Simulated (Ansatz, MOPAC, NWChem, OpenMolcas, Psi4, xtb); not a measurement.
## How methods differ on SiH2OF2 (SMILES O[SiH](F)F)

The runs start from one conformer, not always the lowest.

SiH2OF2, singlet, SMILES `O[SiH](F)F`. Each level relaxes the structure for itself.

Quantity: the zero-point energy at each level's own minimum, in kJ/mol. The values are calculated.

```tsv
level	kind	program	value (kJ/mol)
AM1	semi-empirical	MOPAC	74.5
PM7	semi-empirical	MOPAC	68.1
GFN2-xTB	semi-empirical	xtb	71.1
GFN1-xTB	semi-empirical	xtb	70.7
HF/3-21G	Hartree–Fock	OpenMolcas	82.3
HF/6-31G* (spherical functions)	Hartree–Fock	NWChem	82.1
HF/6-31G* (Cartesian functions)	Hartree–Fock	OpenMolcas	82.1
B3LYP-D3(BJ)/def2-SVP	global hybrid	NWChem	76.2
PBE0-D4/def2-TZVP	global hybrid	Ansatz	76.5
wB97X-D/def2-SVP (density fitting)	range-separated hybrid	Psi4	77.3
```

Harmonic and unscaled. The values span 68.1 to 82.3 kJ/mol.
